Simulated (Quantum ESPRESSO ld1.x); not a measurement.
Sn, 50 electrons, occupied as [Kr] 4d10 5s2 5p1 5d1 (not the ground configuration). Method: Dirac Kohn-Sham, BLYP, spin-unpolarised, spherical densities, point nucleus; open shells are shared between the two j in proportion to 2j + 1; computed with ld1.x of Quantum ESPRESSO 7.5.

X-ray form factor f0, the Fourier transform of the density (f0(0) = 50):

sin(theta)/lambda (1/angstrom)  f0 (electrons)
0.05                                    48.413
0.1                                     46.060
0.15                                    43.286
0.2                                     40.358
0.25                                    37.498
0.3                                     34.795
0.4                                     29.998
0.5                                     26.108
0.6                                     23.107
0.8                                     19.081
1                                       16.368
1.25                                    13.491
1.5                                     10.930
2                                        7.380
